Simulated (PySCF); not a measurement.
Part of a log for `FB1NBNBN1`: ground state, then the species with a core hole.

The calculation used PySCF 2.14.0, delta-SCF UKS SCAN, pcX-2 on the ionised atom, pcseg-1 elsewhere, spin-free X2C. The program numbers atoms from 0. The cycles run on a coarse integration grid; for E(ground) and E(ion) the exchange–correlation energy is redone on a finer one, so they differ from the last cycle, and only they enter the binding energy.

Coordinates (Å, PBE0-D3(BJ)/def2-SVP):
```
F     -2.626978     0.639302     0.937235
B     -1.396259     0.331106     0.504181
N     -0.944994    -1.019528     0.503903
B      0.359473    -1.373640     0.049419
N      1.204130    -0.318006    -0.409408
B      0.795766     1.050058    -0.428189
N     -0.518109     1.349921     0.036709
H     -1.570613    -1.742713     0.835247
H      0.733837    -2.523158     0.052953
H      2.132940    -0.549459    -0.735114
H      1.533922     1.921942    -0.823062
H     -0.841843     2.308671     0.038468
```

```
ground state, core basis on atom 3 (B), 154 functions
  cycle   1  E = -341.97682125  |g| = 5.01e-02
  cycle   2  E = -341.97676321  |g| = 2.91e-02
  cycle   3  E = -341.97690920  |g| = 1.61e-02
  cycle   4  E = -341.97697350  |g| = 3.85e-03
  cycle   5  E = -341.97697804  |g| = 7.29e-04
  cycle   6  E = -341.97697738  |g| = 2.27e-04
  E(ground) = -341.98957467 Eh
hole in B 1s of atom 3
  cycle   1  E = -334.36573007  |g| = 1.17e+00
  cycle   2  E = -332.86149557  |g| = 1.88e+00
  cycle   3  E = -334.56938285  |g| = 6.20e-01
  cycle   4  E = -334.74209438  |g| = 2.57e-01
  ...
  cycle  11  E = -334.77275723  |g| = 1.63e-03
  cycle  12  E = -334.77275747  |g| = 9.70e-04
  cycle  13  E = -334.77275835  |g| = 2.37e-04
  E(ion) = -334.78586430 Eh   <S^2> = 0.8073   hole on atom = 1.000
```

Q: What is the B 1s binding energy of atom 3?

A: (-334.785864 − (-341.989575)) Eh × 27.2114 eV/Eh = 196.02 eV, for the three-coordinate boron.

```
ground state, core basis on atom 4 (N), 154 functions
  cycle   1  E = -341.99449914  |g| = 7.17e-02
  cycle   2  E = -341.99449784  |g| = 8.29e-03
  cycle   3  E = -341.99447223  |g| = 1.37e-02
  cycle   4  E = -341.99451310  |g| = 1.34e-03
  cycle   5  E = -341.99451165  |g| = 2.38e-04
  E(ground) = -342.00391648 Eh
hole in N 1s of atom 4
  cycle   1  E = -326.41519620  |g| = 1.87e+00
  cycle   2  E = -325.79027607  |g| = 2.05e+00
  cycle   3  E = -327.04439003  |g| = 4.33e-01
  cycle   4  E = -327.07265692  |g| = 3.08e-01
  cycle   5  E = -327.11906941  |g| = 4.71e-02
  cycle   6  E = -327.11981315  |g| = 2.61e-02
  cycle   7  E = -327.12002125  |g| = 6.40e-03
  cycle   8  E = -327.12003574  |g| = 1.02e-03
  cycle   9  E = -327.12003690  |g| = 4.78e-04
  E(ion) = -327.12822185 Eh   <S^2> = 0.7640   hole on atom = 1.000
```

Q: What is the N 1s binding energy of atom 4?

A: (-327.128222 − (-342.003916)) Eh × 27.2114 eV/Eh = 404.79 eV, for the boron-bound nitrogen.

```
ground state, core basis on atom 0 (F), 154 functions
  cycle   1  E = -341.90433898  |g| = 8.13e-01
  cycle   2  E = -341.74801736  |g| = 1.25e+00
  cycle   3  E = -342.02471896  |g| = 7.95e-02
  cycle   4  E = -342.02561448  |g| = 4.42e-02
  cycle   5  E = -342.02598119  |g| = 1.21e-02
  cycle   6  E = -342.02600901  |g| = 4.25e-03
  cycle   7  E = -342.02601409  |g| = 1.01e-03
  cycle   8  E = -342.02601336  |g| = 5.33e-04
  cycle   9  E = -342.02601349  |g| = 1.33e-04
  E(ground) = -342.04008209 Eh
hole in F 1s of atom 0
  cycle   1  E = -315.68228573  |g| = 2.58e+00
  cycle   2  E = -315.62484942  |g| = 2.11e+00
  cycle   3  E = -316.50789602  |g| = 3.76e-01
  cycle   4  E = -316.52136912  |g| = 2.94e-01
  cycle   5  E = -316.56409314  |g| = 3.42e-02
  cycle   6  E = -316.56436459  |g| = 2.34e-02
  cycle   7  E = -316.56461077  |g| = 4.96e-03
  cycle   8  E = -316.56461954  |g| = 2.53e-03
  cycle   9  E = -316.56462299  |g| = 4.03e-04
  E(ion) = -316.58550864 Eh   <S^2> = 0.7564   hole on atom = 1.000
```

Q: What is the F 1s binding energy of atom 0?

A: (-316.585509 − (-342.040082)) Eh × 27.2114 eV/Eh = 692.65 eV, for the boron-bound fluorine.

```
ground state, core basis on atom 2 (N), 154 functions
  cycle   1  E = -341.99462791  |g| = 7.29e-02
  cycle   2  E = -341.99458832  |g| = 2.19e-02
  cycle   3  E = -341.99450794  |g| = 3.14e-02
  cycle   4  E = -341.99466647  |g| = 2.06e-03
  cycle   5  E = -341.99466688  |g| = 3.82e-04
  E(ground) = -342.00418755 Eh
hole in N 1s of atom 2
  cycle   1  E = -326.41404420  |g| = 1.86e+00
  cycle   2  E = -325.82636365  |g| = 2.04e+00
  cycle   3  E = -327.04228711  |g| = 4.39e-01
  cycle   4  E = -327.07541582  |g| = 3.04e-01
  ...
  cycle   8  E = -327.11475617  |g| = 1.15e-03
  cycle   9  E = -327.11475648  |g| = 8.52e-04
  cycle  10  E = -327.11475740  |g| = 4.16e-04
  E(ion) = -327.12299846 Eh   <S^2> = 0.7641   hole on atom = 1.000
```

Q: What is the N 1s binding energy of atom 2?

A: (-327.122998 − (-342.004188)) Eh × 27.2114 eV/Eh = 404.94 eV, for the boron-bound nitrogen.

The ground state is recomputed for each atom, because the flexible core basis sits on the ionised atom alone; energies of different blocks can't be mixed. Geometry: PBE0-D3(BJ)/def2-SVP; no solvent, vibrations or thermal averaging.

Time: 32 s wall; peak memory 0.57 GiB. Hardware: one thread of an Arm Neoverse V1, shared host with 32 logical CPUs at a one-minute load of 18.
Labels such as C1 count atoms from 1, the log's own numbers from 0.
